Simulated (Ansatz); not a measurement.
Ligands exchanged one at a time, Al OH-SiH3. Isolated molecules, 0 K electronic values unless said otherwise. One relaxed conformer stands for each flexible species; it need not be the lowest. Strings in code marks are SMILES.

Quantity: redistribution energy (mixed species minus the weighted end members), in eV.

Case: 2 of 3 OH replaced by SiH3: `[OH][Al]([SiH3])[SiH3]` (H–O–Al–Si torsion 180°). The other species in the difference include `[OH][Al]([OH])[OH]` (neutral, multiplicity 1). Geometry of `[Al]([OH])([SiH3])[SiH3]` (neutral, multiplicity 1, Å):

```xyz
11

O      0.1943     2.2618     0.0805
Al     0.0776     0.5621     0.0126
Si     2.2436    -0.5927     0.1073
Si    -2.1559    -0.4716    -0.1430
H     -0.5503     2.8650     0.0556
H      2.8760    -0.4346     1.4441
H      3.1956    -0.0632    -0.9038
H      2.0894    -2.0506    -0.1393
H     -2.0871    -1.9292    -0.4247
H     -2.9102    -0.3010     1.1289
H     -2.9729     0.1541    -1.2182
```

Q: Give the redistribution energy (mixed species minus the weighted end members) at the level frozen-core MP2/cc-pVTZ // B3LYP-D3(BJ)/def2-TZVP (Ansatz, a quantum-chemistry and plane-wave program).

A: 0.016 eV.
